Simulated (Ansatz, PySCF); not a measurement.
Gas-phase reaction in SMILES: CS[Si](Cl)(SC)SC + 7 [H][H] (H2) → 3 C (CH4) + Cl (HCl) + 3 S (H2S) + [SiH4] (SiH4)
Each molecule is optimised on its own at B3LYP-D3(BJ)/def2-TZVP (Ansatz, a first-principles code), one conformer each, not searched for the lowest.

Quantity: energy of full hydrogenation (enthalpy at 298 K, with B3LYP-D3(BJ) rigid-rotor harmonic-oscillator terms from PySCF), in kcal/mol. Cores are frozen in the correlated levels unless marked. No spin-orbit coupling. No relativistic terms. Basis-set limits of correlation are two-point, X^-3; Hartree-Fock from the larger set. [CCSD(T)-MP2]/basis is that difference in the basis named.

Level to compare with: RI-MP2/CBS(aug-cc-pV(T+d)Z,aug-cc-pV(Q+d)Z)+[CCSD(T)-MP2]/aug-cc-pV(T+d)Z (Ansatz), 6.5 kcal/mol. It is a level with limits of its own, and the differences hold the functionals' basis error too.

Q: Rank these functionals by how close they come to RI-MP2/CBS(aug-cc-pV(T+d)Z,aug-cc-pV(Q+d)Z)+[CCSD(T)-MP2]/aug-cc-pV(T+d)Z, closest first: LC-wPBE/def2-TZVPD (Ansatz); wB97X-V/def2-TZVPD (Ansatz); r2SCAN/def2-TZVPD (Ansatz).

A: r2SCAN/def2-TZVPD (meta-GGA, 8.4 kcal/mol, difference 1.9), wB97X-V/def2-TZVPD (range-separated hybrid with VV10, 1.8 kcal/mol, difference -4.7), LC-wPBE/def2-TZVPD (range-separated hybrid, -7.5 kcal/mol, difference -14.0)
